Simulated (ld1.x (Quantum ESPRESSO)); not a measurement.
bismuth (Bi): variants of one TM potential

Base potential:

```
Element                 : bismuth
Generator               : ld1.x (Quantum ESPRESSO) 7.5
Type                    : norm-conserving Troullier–Martins (Kleinman–Bylander form)
Functional              : LDA (PZ)
Relativity              : scalar-relativistic
Frozen core             : [Xe] 4f14 5d10
Valence charge          : 5
Reference configuration : 6s2 6p3
Partial waves           : 6s (bound): rc 1.40 bohr; 6d channel at -0.15 Ry: rc 2.40 bohr; 6p (bound): rc 2.25 bohr
Local potential         : the p channel
Core correction         : Bessel-smoothed model core, default radius (core density twice the valence density)
```

Cutoffs, loose and tight: the cutoffs (Ry, on a coarse ladder) from which the occupation-weighted sum of valence levels, in a spherical-Bessel basis at the reference potential, stays within 10 and 1 mRy of its value at 400 Ry. They do not see the model core or the augmentation charge, which bear on the density cutoff. Test errors are all-electron minus pseudo excitation energies from the reference, over the configurations 6s2 6p2; 6s2 6p1; 6s2 6p0; 6s2 6p3.3; 6s2 6p2.5; 6s1 6p3; 6s1 6p4 (two spin-polarised tests are not counted in the largest error). A dash means not determined; rows that change the core or the reference have their own tests.

A true bound ghost makes a file unfit for plane-wave use even where its test errors are small: the radial tests pick states by their node count and pass the ghost by.

| change | outcome | cutoff, loose | cutoff, tight | bound ghosts | largest test error (meV) |
| --- | --- | --- | --- | --- | --- |
| base | generated | 110 Ry | 180 Ry | d | -246 |
| all radii but the core radius scaled by about 0.87 (s 1.22, p 1.96, d 2.10 bohr) | generated | 180 Ry | over 300 Ry | d | -214 |
| all radii but the core radius scaled by about 0.95 (s 1.34, p 2.14, d 2.28 bohr) | generated | 140 Ry | 230 Ry | d | -250 |
| all radii but the core radius scaled by about 1.10 (s 1.54, p 2.48, d 2.64 bohr) | generated | 50 Ry | 110 Ry | d | -241 |
| all radii but the core radius scaled by about 1.26 (s 1.76, p 2.84, d 3.04 bohr) | generated | 25 Ry | 50 Ry | none | -256 |
| all radii but the core radius scaled by about 1.35 (s 1.90, p 3.04, d 3.24 bohr) | generated | 25 Ry | 40 Ry | none | -270 |

**Question.** What comes out with this change to the base: all radii but the core radius scaled by about 0.74 (s 1.04, p 1.66, d 1.78 bohr)?

**Answer.** outcome: failed: run_pseudo: Errors in PS-KS equation. Cause: the pseudo-atom solver did not find the valence states with the expected number of nodes, which is the usual sign of a ghost state.

**Question.** What comes out with this change to the base: all radii but the core radius scaled by about 1.18 (s 1.66, p 2.66, d 2.82 bohr)?

**Answer.** outcome: generated; cutoff, loose: 30 Ry; cutoff, tight: 80 Ry; bound ghosts: none; largest test error (meV): -245.

**Question.** What comes out with this change to the base: all radii but the core radius scaled by about 1.04 (s 1.46, p 2.34, d 2.50 bohr)?

**Answer.** outcome: generated; cutoff, loose: 55 Ry; cutoff, tight: 160 Ry; bound ghosts: d; largest test error (meV): -242.

Reading the sweep of the scale of all radii but the core radius (base = 1) (base included, trends over the rows without a ghost): Bound ghosts are found at 0.87, 0.95, 1, 1.04, 1.1. The generation fails at 0.74.
